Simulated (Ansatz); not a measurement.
Consider the redistribution: `[F][Zn][C]1=CC1` + `C[SiH2][GeH3]` → `C[SiH2][Zn][F]` + `[GeH3][C]1=CC1`.

Calculated with Ansatz (gas phase, PBE0-D4/def2-TZVP geometries, no zero-point term in ΔE). CCSD(T)/CBS is the MP2 limit (def2-TZVPP, def2-QZVPP) plus CCSD(T) − MP2 in def2-TZVPP, frozen cores. DFT in def2-TZVPP. B3LYP here is the variant with VWN-RPA as its local correlation; programs differ in this. For Ge, Zn outer-core shells are correlated without core-valence functions, which leaves a few kJ/mol of doubt a bond. Scalar relativity is left out up to krypton. One conformer a species, not always the lowest.

Question: Is it downhill or uphill in electronic energy at CCSD(T)/CBS, and by how much? (Best estimate.)

Answer: The calculation gave: Nearly level: ΔE = -1.4 kJ/mol.

Question: What do these levels give: r2SCAN-D4, PBE0-D4, ωB97X-V, PBE, r2SCAN, B3LYP, HF/def2-TZVPP, MP2/def2-TZVPP, CCSD/def2-TZVPP, CCSD(T)/def2-TZVPP, MP2/def2-QZVPP, MP2/CBS(def2)? (Best estimate.)

Answer: Computed: r2SCAN-D4 1.1, PBE0-D4 -0.6, ωB97X-V 0.2, PBE -2.1, r2SCAN 1.0, B3LYP -4.0, HF/def2-TZVPP -3.1, MP2/def2-TZVPP 4.7, CCSD/def2-TZVPP 3.7, CCSD(T)/def2-TZVPP 4.4, MP2/def2-QZVPP 0.9, MP2/CBS(def2) -1.2 kJ/mol.

Largest T1 diagnostic among the species: 0.015.

In def2-TZVPP, CCSD(T) changes the Hartree–Fock value by +7.5 kJ/mol (the triples alone add +0.7 kJ/mol) and MP2 by +7.8 kJ/mol.
